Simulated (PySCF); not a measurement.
# Atomic charges by several schemes

Compound: C5H8N2OSi.
Numbering: `[CH2:1]=[C:2]([C:3]#[N:4])[CH2:5][SiH2:6][NH:7][CH:8]=[O:9]` (hydrogens: H10, H11 on C1; H12, H13 on C5; H14, H15 on Si6; H16 on N7; H17 on C8)

Structure used (GFN2-xTB), in Å, numbered top down from 1:
```
atom  x, y, z in Å
C1    -1.683   -0.924   -1.248
C2    -1.263   -1.079    0.008
C3    -2.168   -0.857    1.077
N4    -2.896   -0.692    1.946
C5     0.127   -1.441    0.406
Si6    1.114    0.093    1.003
N7     0.944    1.216   -0.339
C8     1.611    2.367   -0.161
O9     2.263    2.561    0.835
H10   -1.024   -1.099   -2.083
H11   -2.696   -0.640   -1.478
H12    0.633   -1.915   -0.435
H13    0.102   -2.157    1.226
H14    0.496    0.675    2.188
H15    2.517   -0.282    1.140
H16    0.392    1.081   -1.171
H17    1.524    3.103   -0.977
```

Density: PBE0/pcSseg-1 (PySCF); schemes: Mulliken, IAO, Hirshfeld and ESP-fitted. Geometry: GFN2-xTB, one conformer, isolated molecule.

Question: Tabulate the Mulliken, IAO, Hirshfeld and ESP-fitted charges.

Answer: In e:

| atom | environment | Mulliken | IAO | Hirshfeld | ESP-fitted |
| --- | --- | --- | --- | --- | --- |
| C1 | terminal =CH2 carbon | -0.025 | -0.302 | -0.076 | -0.527 |
| C2 | fully substituted alkene carbon | -0.397 | -0.012 | +0.025 | +0.132 |
| C3 | nitrile carbon | +0.164 | +0.134 | +0.082 | +0.392 |
| N4 | nitrile nitrogen | -0.233 | -0.230 | -0.210 | -0.456 |
| C5 | sp3 carbon bound to silicon | -0.420 | -0.549 | -0.154 | -0.610 |
| Si6 | SiH2 silicon | +0.792 | +0.902 | +0.384 | +0.598 |
| N7 | amide nitrogen | -0.615 | -0.612 | -0.201 | -0.603 |
| C8 | amide carbonyl carbon | +0.413 | +0.318 | +0.141 | +0.514 |
| O9 | amide oxygen | -0.438 | -0.471 | -0.259 | -0.509 |
| H10 | vinylic hydrogen | +0.118 | +0.155 | +0.057 | +0.236 |
| H11 | vinylic hydrogen | +0.134 | +0.172 | +0.060 | +0.218 |
| H12 | methylene hydrogen | +0.156 | +0.161 | +0.052 | +0.205 |
| H13 | methylene hydrogen | +0.173 | +0.171 | +0.053 | +0.201 |
| H14 | Si–H hydrogen | -0.044 | -0.111 | -0.066 | -0.059 |
| H15 | Si–H hydrogen | -0.068 | -0.116 | -0.069 | -0.081 |
| H16 | amide N–H hydrogen | +0.202 | +0.275 | +0.126 | +0.320 |
| H17 | formyl hydrogen | +0.088 | +0.115 | +0.054 | +0.028 |

Mean size of the charges over all atoms: ESP-fitted 0.335 e, IAO 0.283 e, Mulliken 0.264 e, Hirshfeld 0.122 e. Each set sums to the total charge, 0, to within 0.001 e. The Hirshfeld scheme weights the molecular density at each point by an atom's share of the summed free-atom densities.

Lowest charge. The schemes don't all agree: Mulliken N7 (-0.615); IAO N7 (-0.612); Hirshfeld O9 (-0.259); ESP-fitted C5 (-0.610).

Highest charge. All schemes agree: Mulliken Si6 (+0.792); IAO Si6 (+0.902); Hirshfeld Si6 (+0.384); ESP-fitted Si6 (+0.598).

Question: Sum the charges by element, for elements with more than one atom.

Answer: 
```json
{"element": "C", "atoms": "5", "Mulliken": "-0.266", "IAO": "-0.412", "Hirshfeld": "+0.019", "ESP-fitted": "-0.099"}
{"element": "N", "atoms": "2", "Mulliken": "-0.848", "IAO": "-0.841", "Hirshfeld": "-0.411", "ESP-fitted": "-1.058"}
{"element": "H", "atoms": "8", "Mulliken": "+0.760", "IAO": "+0.822", "Hirshfeld": "+0.267", "ESP-fitted": "+1.069"}
```

Question: How closely do the schemes follow one another over all atoms?

Answer: Correlation coefficient and root-mean-square difference: IAO with Hirshfeld 0.96, 0.217 e; Mulliken with IAO 0.93, 0.128 e; IAO with ESP-fitted 0.93, 0.143 e; Hirshfeld with ESP-fitted 0.91, 0.258 e; Mulliken with Hirshfeld 0.90, 0.209 e; Mulliken with ESP-fitted 0.84, 0.212 e.

Question: How many electrons does the IAO scheme count on N7?

Answer: Z − q = 7 − (-0.612) = 7.612.
